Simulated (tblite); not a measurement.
Compound: C₆H₁₅PSSi.
Atom-mapped SMILES: `[CH3:1][CH2:2][C@H:3]1[CH2:4][P@@:5](=[S:6])([CH2:7][SiH3:8])[CH2:9]1` (hydrogens: H10, H11, H12 on C1; H13, H14 on C2; H15 on C3; H16, H17 on C4; H18, H19 on C7; H20, H21, H22 on Si8; H23, H24 on C9)

Computed with GFN2-xTB (tblite), gas phase: L-BFGS steps from a force-field or distance-geometry start until the largest atomic force falls under 0.01 eV/Å.

Step 138: E = -762.2831 eV
```
atom  x, y, z in Å  |  force x, y, z in eV/Å
C1     -3.3845   -0.0532   -0.8312    0.001   0.003  -0.013
C2     -2.0786    0.7186   -0.6800   -0.008  -0.008  -0.004
C3     -1.2008    0.1530    0.4308   -0.014  -0.017  -0.020
C4     -0.6025   -1.2432    0.1338    0.000   0.004  -0.011
P5      1.0719   -0.6674    0.7239   -0.034  -0.007   0.009
S6      1.7282   -1.2896    2.4357    0.011   0.003  -0.033
C7      2.2594   -0.7401   -0.6670   -0.015   0.008  -0.004
Si8     3.6391    0.5658   -0.4783    0.033   0.028  -0.040
C9      0.1199    0.9279    0.6505   -0.043   0.027  -0.025
H10    -3.9525    0.3261   -1.6768   -0.012   0.018  -0.012
H11    -3.1875   -1.1084   -0.9986    0.001  -0.042  -0.004
H12    -3.9976    0.0438    0.0612    0.023  -0.004   0.031
H13    -1.5315    0.6919   -1.6262    0.031  -0.013   0.010
H14    -2.3026    1.7650   -0.4587    0.014   0.010   0.020
H15    -1.7772    0.1207    1.3589    0.006   0.006  -0.004
H16    -0.6205   -1.4939   -0.9276    0.002  -0.005  -0.001
H17    -1.0381   -2.0645    0.7011    0.002   0.003   0.008
H18     2.6866   -1.7443   -0.6493   -0.011  -0.012   0.016
H19     1.7220   -0.6116   -1.6060   -0.044  -0.003   0.001
H20     4.6796    0.1880   -1.4371   -0.005   0.006   0.021
H21     3.0864    1.8721   -0.8585   -0.014  -0.036   0.045
H22     4.1381    0.5778    0.8885    0.014   0.013   0.025
H23     0.3884    1.5504   -0.2020    0.014   0.019  -0.039
H24     0.1426    1.5348    1.5541    0.049  -0.001   0.024
```

Step 139: E = -762.2839 eV
```
atom  x, y, z in Å  |  force x, y, z in eV/Å
C1     -3.3837   -0.0536   -0.8328   -0.002  -0.009  -0.005
C2     -2.0785    0.7184   -0.6802    0.002  -0.011  -0.002
C3     -1.2012    0.1527    0.4306   -0.011  -0.003  -0.008
C4     -0.6026   -1.2437    0.1351   -0.008   0.020  -0.010
P5      1.0711   -0.6664    0.7239   -0.015  -0.004   0.009
S6      1.7284   -1.2862    2.4361    0.011   0.001  -0.028
C7      2.2595   -0.7412   -0.6664   -0.007   0.012   0.007
Si8     3.6399    0.5653   -0.4791    0.022  -0.003   0.001
C9      0.1194    0.9289    0.6498   -0.047   0.024  -0.030
H10    -3.9513    0.3292   -1.6765   -0.027   0.021  -0.015
H11    -3.1870   -1.1085   -1.0054    0.001  -0.030   0.003
H12    -3.9948    0.0402    0.0616    0.018  -0.008   0.019
H13    -1.5311    0.6912   -1.6257    0.037  -0.008   0.001
H14    -2.3028    1.7646   -0.4588    0.014   0.007   0.019
H15    -1.7779    0.1209    1.3587    0.008   0.008  -0.004
H16    -0.6227   -1.4956   -0.9255    0.008  -0.010  -0.012
H17    -1.0383   -2.0635    0.7039    0.001  -0.006   0.014
H18     2.6861   -1.7462   -0.6465   -0.019   0.006   0.006
H19     1.7218   -0.6113   -1.6050   -0.038  -0.014  -0.001
H20     4.6743    0.1919   -1.4446    0.008   0.003   0.008
H21     3.0832    1.8714   -0.8473   -0.023  -0.009   0.033
H22     4.1469    0.5727    0.8859    0.008   0.009   0.008
H23     0.3868    1.5516   -0.2033    0.013   0.012  -0.037
H24     0.1429    1.5369    1.5526    0.045  -0.008   0.023
```

Step 140: E = -762.2852 eV
```
atom  x, y, z in Å  |  force x, y, z in eV/Å
C1     -3.3796   -0.0563   -0.8403   -0.001  -0.016  -0.003
C2     -2.0767    0.7168   -0.6825    0.021  -0.013   0.005
C3     -1.2025    0.1535    0.4313    0.000   0.022   0.010
C4     -0.6039   -1.2443    0.1432   -0.026   0.039  -0.019
P5      1.0689   -0.6628    0.7274    0.024   0.007   0.001
S6      1.7298   -1.2753    2.4401    0.013  -0.006  -0.012
C7      2.2566   -0.7433   -0.6638    0.010   0.015   0.016
Si8     3.6417    0.5622   -0.4814   -0.001  -0.018   0.042
C9      0.1174    0.9327    0.6492   -0.043   0.021  -0.032
H10    -3.9441    0.3346   -1.6818   -0.058   0.016  -0.010
H11    -3.1817   -1.1096   -1.0234    0.000  -0.017   0.013
H12    -3.9888    0.0293    0.0564    0.006  -0.010   0.000
H13    -1.5265    0.6873   -1.6259    0.049   0.005  -0.011
H14    -2.3017    1.7636   -0.4623    0.013  -0.005   0.011
H15    -1.7804    0.1251    1.3585    0.006   0.013  -0.001
H16    -0.6271   -1.5031   -0.9154    0.016  -0.011  -0.021
H17    -1.0404   -2.0594    0.7175    0.004  -0.016   0.022
H18     2.6788   -1.7519   -0.6416   -0.035   0.057  -0.012
H19     1.7165   -0.6091   -1.6012   -0.021  -0.033   0.011
H20     4.6504    0.2104   -1.4824    0.000   0.009   0.018
H21     3.0724    1.8770   -0.7990   -0.013  -0.024   0.021
H22     4.1822    0.5445    0.8728   -0.004  -0.003  -0.034
H23     0.3855    1.5544   -0.2051    0.003  -0.004  -0.024
H24     0.1415    1.5435    1.5509    0.038  -0.026   0.009
```

Question: Estimate the geometry and energy of step 141. (The exact step hangs on the optimiser's Hessian estimate; all steps are aligned on step 140, rigid shifts and turns removed.)

Answer: E = -762.2860 eV, largest force 0.092 eV/Å
```
atom  x, y, z in Å  |  force x, y, z in eV/Å
C1     -3.3760   -0.0590   -0.8450    0.002  -0.015   0.003
C2     -2.0746    0.7158   -0.6849    0.027  -0.005  -0.001
C3     -1.2036    0.1555    0.4321    0.002   0.029   0.017
C4     -0.6057   -1.2432    0.1487   -0.030   0.029  -0.009
P5      1.0675   -0.6611    0.7302    0.036   0.014  -0.001
S6      1.7341   -1.2723    2.4410    0.008  -0.005  -0.005
C7      2.2534   -0.7431   -0.6625    0.013   0.019   0.013
Si8     3.6410    0.5612   -0.4816    0.000  -0.045   0.080
C9      0.1159    0.9349    0.6490   -0.020   0.013  -0.025
H10    -3.9401    0.3344   -1.6859   -0.063   0.005  -0.001
H11    -3.1754   -1.1118   -1.0307   -0.010  -0.001   0.014
H12    -3.9839    0.0237    0.0532    0.002  -0.014  -0.017
H13    -1.5213    0.6841   -1.6265    0.047   0.010  -0.012
H14    -2.2996    1.7632   -0.4672    0.006  -0.011   0.006
H15    -1.7833    0.1302    1.3582    0.006   0.014   0.001
H16    -0.6296   -1.5053   -0.9088    0.017  -0.017  -0.026
H17    -1.0435   -2.0554    0.7265    0.010  -0.017   0.017
H18     2.6738   -1.7527   -0.6412   -0.036   0.066  -0.014
H19     1.7116   -0.6071   -1.5989   -0.015  -0.034   0.014
H20     4.6322    0.2236   -1.5045    0.003   0.011   0.019
H21     3.0648    1.8793   -0.7677   -0.014  -0.009   0.013
H22     4.2031    0.5234    0.8656   -0.017  -0.004  -0.070
H23     0.3858    1.5533   -0.2073   -0.003  -0.003  -0.019
H24     0.1415    1.5482    1.5493    0.032  -0.029   0.002
```

The energy changes by -0.0008 eV. The first-order estimate −F·Δx gives -0.0011 eV and the mean of the old and new forces, exact on a quadratic surface, -0.0008 eV. The step makes an angle of 84° with the force vector and moves no atom by more than 0.032 Å.
